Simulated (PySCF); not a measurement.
## Bond length, frequency and bond energy of CaCd by level of theory

State: ¹Σ⁺ (singlet), closed shell. Set-up: PySCF, scalar-relativistic core potentials, basis sets Ca def2-SVP, Cd def2-SVP with ECP28. De refers to Ca + Cd in their ground configurations, without counterpoise correction. A positive dipole means Ca(−)Cd(+). Levels whose curve was spin-contaminated or gave no clean fit are not listed.

| Level | Re (Å) | ωe (cm⁻¹) | De (eV) | μ (D) |
| --- | --- | --- | --- | --- |
| RHF-MP2 | 4.083 | 37.6 | 0.074 | n/a |
| RHF-SCS-MP2 | 4.347 | 26.5 | 0.044 | n/a |
| RHF-CCSD(T) | 4.223 | 30.5 | 0.054 | n/a |
| PBE | 3.710 | 62.5 | 0.145 | -0.09 |
| r²SCAN | 3.671 | 65.3 | 0.140 | -0.14 |
| B3LYP | 3.966 | 40.2 | 0.036 | -0.15 |
| PBE0 | 3.837 | 53.6 | 0.108 | -0.02 |
| B97-3 | 4.070 | 40.2 | 0.056 | -0.12 |
| M06 | 3.690 | 66.0 | 0.179 | -0.26 |
| ωB97X | 4.097 | 40.3 | 0.080 | 0.00 |

Question: Which functional lies closest to RHF-CCSD(T) in De, which farthest, and by how much do they differ from it?

Answer: Closest is B97-3 (-15.3 pm in Re, +31.8 % in ωe, +0.00 eV in De against RHF-CCSD(T) in the same basis), farthest M06 (-53.3 pm in Re, +116.4 % in ωe, +0.12 eV in De). CCSD(T) converges more slowly with the basis than the functionals do and binds too weakly in this one, so the order can change at the basis-set limit.

Question: What does a quarter of exact exchange do here, going from PBE to PBE0?

Answer: PBE0 less PBE: +12.7 pm in Re, -14.2 % in ωe, -0.04 eV in De. Exact exchange removes part of the self-interaction that spreads semilocal densities, and in most molecules shortens and stiffens the bond and lowers De; here Re and ωe go the other way.

Correlated steps freeze 5 core orbitals. Closed-shell solutions of metal pairs were not tested for spin polarisation, which can lower them a little. The bond is weak. Basis-set superposition, not corrected here, can be much of De in a small basis, most of all at correlated wavefunction levels. Functionals without a dispersion term scatter widely for such bonds, and LDA overbinds them.
